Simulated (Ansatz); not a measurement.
CHBN, SMILES `[BH-]C#N` (excited singlet) (charge -1, multiplicity 1). This singlet is an excited state, 0.27 eV above the relaxed triplet at the level B3LYP/aug-cc-pVTZ // PBE0-D3(BJ)/def2-TZVPD (Ansatz, a first-principles code).

Cartesian coordinates (Å):
```xyz
4

B     -0.7955     0.5885    -0.2550
C      0.5936     0.0113    -0.5421
N      1.6898    -0.3044    -0.8088
H     -1.4878    -0.2954     0.2243
```
Charge -1, spin multiplicity 1.

The restricted HF start is unstable towards unrestricted orbitals.

### Question
Give the natural occupations of the active orbitals, the CASSCF energy and the corrected energy for frozen-core fic-MRCISD+Q@CASSCF(2e,2o)/aug-cc-pVTZ // PBE0-D3(BJ)/def2-TZVPD (Ansatz).

### Answer

```yaml
natural_occupations: 1.93, 0.07
CASSCF energy: -117.5733 Ha
corrected_energy: -118.0152 Ha
weight_of_the_reference: 0.881
```
